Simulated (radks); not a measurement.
The nuclear charge of neutral neon is varied continuously with 10 electrons held in [Ne]. Calculated with a radial shooting solver on a logarithmic mesh with Libxc functionals: non-relativistic Kohn-Sham, PBE, spin-polarised, spherical densities, point nucleus. By the Hellmann-Feynman theorem dE/dZ = E(electron-nucleus)/Z, the electronic potential at the nucleus.

\begin{tabular}{lrrrrr}
Z & E (hartree) & E(electron-nucleus)/Z (hartree) & HOMO & e(HOMO) (eV) & <r> HOMO (bohr) \\ \hline
9.8 & -122.72950 & -30.2792 & 2p & -9.671 & 1.030 \\
9.9 & -125.77770 & -30.6847 & 2p & -11.468 & 1.005 \\
10 & -128.86643 & -31.0898 & 2p & -13.347 & 0.9816 \\
10.1 & -131.99564 & -31.4945 & 2p & -15.306 & 0.9594 \\
10.2 & -135.16531 & -31.8988 & 2p & -17.344 & 0.9384 \\
10.3 & -138.37539 & -32.3029 & 2p & -19.459 & 0.9185 \\
10.4 & -141.62587 & -32.7066 & 2p & -21.651 & 0.8996 \\
10.5 & -144.91671 & -33.1102 & 2p & -23.919 & 0.8816 \\
\end{tabular}

The central difference of E at Z = 10 is -31.090 hartree, to compare with the third column; the second derivative is -4.05 hartree.
